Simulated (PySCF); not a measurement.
[PdCl6]2- (charge -2 and singlet state).
Bonds: Pd1–Cl2, Pd1–Cl3, Pd1–Cl4, Pd1–Cl5, Pd1–Cl6, Pd1–Cl7.

The calculation used PBE0-D3(BJ)/def2-SVP geometry optimisation, gas phase, def2 core potentials past Kr (PySCF 2.14.0).

Q: Give the optimised bond lengths and angles.

A: 
```
                    bond  length (pm)
Pd1–Cl2 and 5 like bonds        234.9
```

Bonds in one row agree within 1 pm and their mean is given. A selection of angles:
```
      angle  degrees
Cl2–Pd1–Cl3    179.9
Cl2–Pd1–Cl4     90.1
```

All 6 Cl–Pd bonds measure 2.349 to 2.350 Å. Pd1 (palladium bonded to 6 Cl) is octahedral (the three widest angles are 179.9°, 179.9° and 179.9°, the others run from 89.9° to 90.1°).

Point group: Oh (tolerance 0.08 Å). Whether it is a minimum is left open (no frequencies). Whether so highly charged an anion holds all its electrons in the gas phase wasn't checked; a finite basis holds them in any case. The ion is multiply charged and computed without counter-ions or solvent.

Time: 75 s; peak memory 0.59 GiB. Hardware: one thread of an Intel Xeon Platinum 8488C, no GPU, shared host with 192 logical CPUs at a one-minute load of 42. This is the geometry optimisation.
